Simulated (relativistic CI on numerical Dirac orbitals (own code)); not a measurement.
Computed by Dirac-Coulomb-Breit CI, KLI orbitals optimised for each configuration, model QED (radiative potential, 1s self-energy scaled to tabulated hydrogen-like ionisation energies), unscaled Slater integrals (own radial code, finite nucleus).

Configurations in the expansion (outside the closed core [Ar] 3d10): 4s2.4p6.4d, 4s2.4p6.4f, 4s2.4p5.4d2, 4s.4p6.4d2, 4s2.4p5.4d.4f, 4s.4p6.4d.4f, 4s2.4p6.5s, 4s2.4p6.5p, 4s2.4p6.5d, 4p6.4d2.4f, 4s2.4p5.4d.5s, 4s2.4p6.5f, 4s2.4p5.4d.5p, 4s.4p6.4f.5s, 4s2.4p6.5g, 4s.4p6.4d.5s, 4s2.4p5.4d.5d, 4p6.4d3, 4p5.4d4, 4p5.4d3.4f, 4p6.4d.4f2, 4p6.4f3, 4p5.4d2.4f2, 4p5.4d.4f3, 4p6.4f2.5s, 4s.4p6.4f2, 4s.4p5.4f3, 4s.4p6.4f.5p, 4s.4p5.4f2.5p, 4p6.4f2.5p. Double excitations out of closed p, d and f shells are left out; levels of such configurations are missing from the list, as are those of other unlisted configurations, and high levels can miss mixing partners. These lack a partner that the ground configuration has and come out too high: 4s2.4p5.4d.5s, 4s2.4p5.4d.5p, 4s2.4p5.4d.5d, 4s2.4p6.5d, 4s2.4p6.5f.

At this charge energies of transitions that change n are usually good to better than 1 %, and those within a shell (Δn = 0) to a few per cent.

Outline of the computed level scheme of Au XLIII. Lowest level of each configuration: 4s2.4p6.4d 2D_3/2 at 0.000 eV; 4s2.4p5.4d2 4D°_3/2 at 170.843 eV; 4s2.4p6.4f 2F°_5/2 at 253.542 eV.

Some strong electric-dipole decays among the lowest 45 levels: 4s2.4p5.4d2 2D°_3/2 → 4s2.4p6.4d 2D_3/2 (4.8e+12 s⁻¹); 4s2.4p5.4d2 2D°_5/2 → 4s2.4p6.4d 2D_5/2 (4.1e+12 s⁻¹); 4s2.4p5.4d2 2P°_3/2 → 4s2.4p6.4d 2D_5/2 (3.3e+12 s⁻¹); 4s2.4p5.4d2 2P°_1/2 → 4s2.4p6.4d 2D_3/2 (2.7e+12 s⁻¹); 4s2.4p5.4d2 2F°_7/2 → 4s2.4p6.4d 2D_5/2 (1.9e+12 s⁻¹); 4s2.4p6.4f 2F°_5/2 → 4s2.4p6.4d 2D_3/2 (1.7e+12 s⁻¹); 4s2.4p5.4d2 2F°_7/2 → 4s2.4p6.4d 2D_5/2 (1.6e+12 s⁻¹); 4s2.4p5.4d2 2F°_5/2 → 4s2.4p6.4d 2D_3/2 (1.4e+12 s⁻¹).

LS names give the leading component of a level, which can be under half, so a name can repeat, a term be missing and a line seem to break the LS rules.
